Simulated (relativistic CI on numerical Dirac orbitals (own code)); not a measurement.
One change at a time: Tm XXI

Base calculation: Dirac-Coulomb-Breit CI, KLI orbitals optimised for each configuration, model QED, unscaled Slater integrals.

Configuration list (outside the closed core [Ar] 3d10): 4s2 4p6 4d10 4f3, 4s2 4p6 4d10 4f2 5s, 4s2 4p6 4d10 4f 5s2, 4s2 4p6 4d10 4f2 5p, 4s2 4p6 4d10 4f 5s 5p, 4s2 4p6 4d9 4f4, 4s2 4p6 4d10 4f 5p2, 4s2 4p6 4d10 4f 5s 5d, 4s2 4p6 4d10 4f2 5d, 4s2 4p6 4d10 4f 5p 5d, 4s2 4p6 4d9 4f2 5s2, 4s2 4p5 4d10 4f4, 4s2 4p6 4d10 4f2 5f, 4s2 4p6 4d9 4f3 5s, 4s2 4p6 4d10 4f 5d2, 4s2 4p6 4d10 4f2 6s, 4s2 4p6 4d9 4f2 5s 5p, 4s2 4p6 4d10 4f2 6p, 4s2 4p6 4d9 4f3 5p, 4s2 4p6 4d10 4f2 5g, 4s 4p6 4d10 4f4, 4s2 4p6 4d10 4f2 6d, 4s2 4p6 4d10 4f2 6f, 4s2 4p5 4d10 4f2 5s2, 4s2 4p6 4d10 4f2 7s, 4s2 4p6 4d8 4f3 5s2, 4s2 4p6 4d10 4f2 7p, 4s2 4p5 4d10 4f2 5s 5p, 4s 4p6 4d10 4f2 5s2. Levels of other configurations are missing.

Variants: (1) valence Slater integrals scaled by 0.9; (2) non-relativistic limit; (3) only the first configuration. Shifts of the energy above 4s2 4p6 4d10 4f3 4I°_9/2, in cm⁻¹, for the lowest level and the first level of each name with at least 55 % of one term (blank where a level changes its place among those of its configuration and J or its character, or is not in the variant):

| Level | Base | Δ(1) | Δ(2) | Δ(3) |
| --- | --- | --- | --- | --- |
| 4s2 4p6 4d10 4f3 4I°_9/2 | 0.0 | 0.0 | 0.0 | 0.0 |
| 4s2 4p6 4d10 4f3 4I°_11/2 | 10481.8 | +185.2 | -10481.8 | -62.4 |
| 4s2 4p6 4d10 4f3 4I°_13/2 | 20395.2 | +140.7 | -20395.2 | -68.1 |
| 4s2 4p6 4d10 4f3 4I°_15/2 | 29708.6 | -65.9 | -29708.6 | -33.6 |
| 4s2 4p6 4d10 4f3 4F°_3/2 | 30432.2 | -2588.9 | -4851.7 | +1896.1 |
| 4s2 4p6 4d10 4f3 4F°_5/2 | 37100.5 | -2330.0 | -11520.0 | +1852.9 |
| 4s2 4p6 4d10 4f3 4F°_7/2 | 40735.6 | -2482.3 | -15155.0 | +1725.4 |
| 4s2 4p6 4d10 4f3 4S°_3/2 | 41008.2 | -2620.7 | -14637.4 | +1091.7 |
| 4s2 4p6 4d10 4f3 4G°_5/2 | 46721.0 | -3801.2 | -5675.3 | +2196.4 |
| 4s2 4p6 4d10 4f3 4F°_9/2 | 48034.1 | -2193.9 |  | +1559.1 |
| 4s2 4p6 4d10 4f3 2H°_11/2 | 50169.2 | -2469.8 | -23004.5 | +939.5 |
| 4s2 4p6 4d10 4f3 2K°_13/2 | 53685.6 | -3676.0 | -12439.9 | +562.5 |
| 4s2 4p6 4d10 4f3 4G°_9/2 | 60403.4 | -3489.5 |  | +2010.9 |
| 4s2 4p6 4d10 4f3 2K°_15/2 | 62443.5 | -3973.8 | -21197.8 | +716.4 |
| 4s2 4p6 4d10 4f3 2P°_1/2 | 65589.7 | -4887.5 | -15513.1 | +1421.8 |
| 4s2 4p6 4d10 4f3 4G°_11/2 | 68274.3 | -3911.9 | -27228.6 | +2118.3 |
| 4s2 4p6 4d10 4f3 2G°_9/2 | 69446.1 | -3006.4 |  | +1562.0 |
| 4s2 4p6 4d10 4f3 2D°_5/2 | 69685.4 | -4659.2 | -20506.9 | +1289.0 |
| 4s2 4p6 4d10 4f3 4D°_5/2 | 76613.1 | -6079.6 | -9505.9 | +3630.3 |
| 4s2 4p6 4d10 4f3 4D°_3/2 | 76959.1 | -6088.8 |  | +3018.0 |
| 4s2 4p6 4d10 4f3 2I°_11/2 | 78766.8 | -5930.1 | -12620.4 | +1576.4 |
| 4s2 4p6 4d10 4f3 4D°_1/2 | 82874.2 | -5692.9 | -15767.0 | +3104.3 |

At this charge transitions that keep the count of f electrons are usually good to a few per cent. Terms inside the open d or f shell come out 10 to 20 % too wide with unscaled integrals. Levels that differ in their count of f electrons can be misplaced by several ten thousand cm⁻¹, since the correlation energy of f electrons is missing or only estimated; rates across such gaps can be off by orders of magnitude.

Ionisation energy from one configuration of each of the two ions, the ground ones as tabulated or assumed: base 526.252 eV; valence Slater integrals scaled by 0.9 525.871 eV. The NIST ASD value (theoretical) is 530 ± 30 eV.

LS names give the leading component of a level, which can be under half, so a name can repeat, a term be missing and a line seem to break the LS rules.
